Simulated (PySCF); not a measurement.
Species: C7H10O2.
Cartesian coordinates in Å at the PBE0-D3(BJ)/def2-SVP level; atoms count from 1:
```
atom  x, y, z in Å
C1    -2.900    1.013    0.354
C2    -1.726    0.466    0.037
C3    -1.517   -0.705   -0.904
C4    -0.019   -0.701   -1.200
C5     0.584   -0.188    0.102
O6     1.902    0.320   -0.108
C7     2.881   -0.106    0.687
O8     2.780   -0.889    1.586
C9    -0.375    0.912    0.551
H10   -3.833    0.646   -0.082
H11   -2.972    1.845    1.059
H12   -1.799   -1.639   -0.388
H13   -2.143   -0.641   -1.807
H14    0.381   -1.680   -1.499
H15    0.222    0.020   -1.998
H16    0.641   -0.990    0.853
H17    3.828    0.387    0.381
H18   -0.357    1.087    1.637
H19   -0.071    1.854    0.061
```

Method: PySCF, TDDFT PBE0/def2-SVPD, vertical, gas phase, core orbitals frozen in the response.

Frontier orbitals with the atoms that hold most of them (Löwdin shares over 4%, at most four atoms; ? is withheld):

```tsv
orbital	ε (eV)	atoms
LUMO+2	0.66	C3 11%, C4 10%, C1 9%, C9 8%
LUMO+1	-0.04	C7 40%, O8 29%, O6 16%, H17 8%
LUMO	-0.09	?
HOMO	?	?
HOMO-1	-8.39	O8 66%, C7 13%, O6 8%, H17 7%
HOMO-2	-8.73	O6 34%, O8 20%, C9 10%, C5 10%
HOMO-3	-9.42	C4 16%, C5 14%, C3 10%, C9 8%
```

Problem. Give the leading atoms of the HOMO.

Solution. C1 (bonded to C and 2 H) 38%; C2 (bonded to 3 C) 31%; C3 (bonded to 2 C and 2 H) 6%; C9 (bonded to 2 C and 2 H) 6%.

Problem. Give the leading atoms of the LUMO.

Solution. C2 (bonded to 3 C) 29%; C1 (bonded to C and 2 H) 25%; C3 (bonded to 2 C and 2 H) 6%; C9 (bonded to 2 C and 2 H) 6%.

Problem. What is the HOMO energy, and the HOMO–LUMO gap?

Solution. ε(HOMO) = -7.21 eV; the gap is 7.12 eV (0.2617 hartree).

Problem. How does S1 compare with the orbital gap of 7.12 eV?

Solution. S1 is at 5.95 eV (f = 0.0015), 1.18 eV below the gap, made of HOMO-1→LUMO+1 (94%). Its leading pair isn't HOMO and LUMO; the energies of that pair differ by 8.36 eV. 

Problem. Give energy, strength and leading configuration of S1, S2, S3 and S6, and follow the Löwdin shares of the leading atoms from the occupied to the empty orbital.

Solution. 
- S1 (5.95 eV, f 0.0015), HOMO-1→LUMO+1 (94%): O8 66% → 29%, C7 13% → 40%; low, almost dark, from the terminal oxygen into the C=O bond, the pattern of n→π*
- S2 (6.45 eV, f 0.0012), HOMO→LUMO+1 (92%): C1 38% → at most 7%, C2 31% → at most 7%, C7 at most 7% → 40%, O8 at most 7% → 29%
- S3 (6.63 eV, f 0.292), HOMO→LUMO (89%): C1 38% → 25%, C2 31% → 29%
- S6 (7.43 eV, f 0.0019), HOMO-2→LUMO (77%): O6 34% → at most 7%, O8 20% → at most 7%, C2 at most 10% → 29%, C1 at most 10% → 25%

Cost: about 2.6 min of CPU time on one thread; the machine was shared, so the figure is rough.

One conformer stands for the species.
